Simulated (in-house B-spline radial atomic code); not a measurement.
# Response and correlation of As3+

Closed shell [Ar] 3d10 4s2. Computed with a B-spline radial code for spherical atoms: Dirac-Hartree-Fock, relativistic RPA (time-dependent Dirac-Hartree-Fock) for the response and second-order many-body perturbation theory for correlation, no-pair Dirac-Coulomb Hamiltonian, finite nucleus.

| multipole (bohr³, bohr⁵, bohr⁷) | uncoupled | coupled RPA |
| --- | --- | --- |
| dipole | 6.6561 | 7.747 |
| quadrupole | 12.114 | ? |
| octupole | 53.976 | 65.857 |

Task: What is the coupled quadrupole polarisability?

Result: 15.495 atomic units, +28 % against the uncoupled value.

Task: Which subshells carry the dipole polarisability?

Result: 4s1/2 99.2 %, 3d5/2 0.5 %, 3d3/2 0.3 %.

Task: What does the dipole shielding factor come to?

Result: The dipole shielding factor is 0.909, against the exact N/Z = 30/33 = 0.909 of the non-relativistic theorem.

Dipole polarisability at imaginary frequency:

```json
{"u (Eh)": "0", "α(iu) (bohr³)": "7.747"}
{"u (Eh)": "0.4", "α(iu) (bohr³)": "4.859"}
{"u (Eh)": "1.2", "α(iu) (bohr³)": "1.544"}
{"u (Eh)": "2.4", "α(iu) (bohr³)": "0.6877"}
{"u (Eh)": "4", "α(iu) (bohr³)": "0.3883"}
{"u (Eh)": "8", "α(iu) (bohr³)": "0.1658"}
{"u (Eh)": "16", "α(iu) (bohr³)": "0.06017"}
{"u (Eh)": "40", "α(iu) (bohr³)": "0.0129"}
```

Task: What dispersion coefficients follow for two such ions (the dispersion part alone)?

Result: C6 = (3/π)∫α(iu)²du = 25.23 hartree·bohr⁶ and C8 = 328.3 hartree·bohr⁸.

Lowest J = 1 odd-parity excitations:

```csv
energy (eV),oscillator strength,leading channel,weight
7.5546,0.00102,4s1/2 → p1/2,0.702
13.213,1.67,4s1/2 → p3/2,0.695
29.733,0.000878,4s1/2 → p1/2,0.763
30.315,0.0192,4s1/2 → p3/2,0.762
37.192,0.000609,4s1/2 → p1/2,0.786
37.409,0.0159,4s1/2 → p3/2,0.786
41.502,0.000628,4s1/2 → p1/2,0.799
41.671,0.0166,4s1/2 → p3/2,0.799
```

For an outer ns² shell RPA puts the lowest triplet far too low, and second order misses the ns²-np² near-degeneracy.

Second-order correlation energy by the highest angular momentum of the excited pair (hartree): s -0.02231, p -0.2302, d -0.623, f -0.4917, g -0.1604, h -0.06894, i -0.03149, k -0.01602.

Task: What is the second-order correlation energy at the partial-wave limit?

Result: The listed waves sum to -1.6441 hartree; extrapolating the increments as (l + 1/2)⁻⁴ gives -1.6768 hartree, -1.52 eV per electron.
